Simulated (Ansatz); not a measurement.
System: sum formula SiN3H6 (charge 0, doublet). It need not be the lowest isomer of its formula. SMILES: N[Si](N)N
Geometry from a B3LYP-D3(BJ)/def2-TZVP (Ansatz, an electronic-structure program) optimisation:
```
Si
N 1 1.7319
H 2 1.0080 1 120.77
H 2 1.0096 3 111.49 1 -145.27
N 1 1.7319 2 107.61 3 -152.28
H 5 1.0080 1 120.77 2 92.01
H 5 1.0096 6 111.49 1 -145.27
N 1 1.7319 2 107.61 3 92.01
H 8 1.0080 1 120.77 2 -152.28
H 8 1.0096 9 111.49 1 -145.27
```
Charge 0, spin multiplicity 2.

Quantity: atomisation energy (electronic, to ground-state atoms), in kJ/mol. Correlated levels leave the core frozen unless marked. Open shells are spin-unrestricted. No spin-orbit coupling. No relativistic terms. The coupled-cluster limit lacks core correlation, which all-electron functionals hold. Basis-set limits of correlation are two-point, X^-3; Hartree-Fock from the larger set.

```
level                            program  atomisation energy (kJ/mol)
------------------------  --------------  ---------------------------
HF/def2-TZVPP                     Ansatz                       2264.3
revPBE-D3(BJ)/def2-TZVPD  Ansatz + dftd3                       3397.3
```

Q: Estimate the value at CCSD(T)/CBS(aug-cc-pV(T+d)Z,aug-cc-pV(Q+d)Z) as computed with Ansatz.

A: 3421.5 kJ/mol, so revPBE-D3(BJ)/def2-TZVPD differs from it by -24.2 kJ/mol.
